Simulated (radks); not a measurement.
Results of a calculation; reference values are marked as such.
Q: Ta55+, configuration [Ar] (the NIST ground configuration). Level of theory: Dirac Kohn-Sham, PBE, spin-unpolarised, spherical densities, point nucleus (a radial shooting solver on a logarithmic mesh with Libxc functionals). Some entries of the table are withheld. Estimate them.

orbital  occ.  eigenvalue (eV)  <r> (bohr)
1s1/2       2        -71258.39     0.01866
2s1/2       2        -15426.40         (1)
2p1/2       2              (2)         (3)
2p3/2       4              (4)         (5)
3s1/2       2        -5997.433         (6)
3p1/2       2        -5816.483      0.1794
3p3/2       4        -5486.054      0.1911
3d3/2       0        -5233.370         (7)
3d5/2       0        -5155.939         (8)
4s1/2       0              (9)      0.3602

A: 
(1) 2s1/2 <r> (bohr): 0.07763
(2) 2p1/2 eigenvalue (eV): -14950.69
(3) 2p1/2 <r> (bohr): 0.06429
(4) 2p3/2 eigenvalue (eV): -13659.60
(5) 2p3/2 <r> (bohr): 0.07190
(6) 3s1/2 <r> (bohr): 0.1906
(7) 3d3/2 <r> (bohr): 0.1642
(8) 3d5/2 <r> (bohr): 0.1678
(9) 4s1/2 eigenvalue (eV): -3136.750
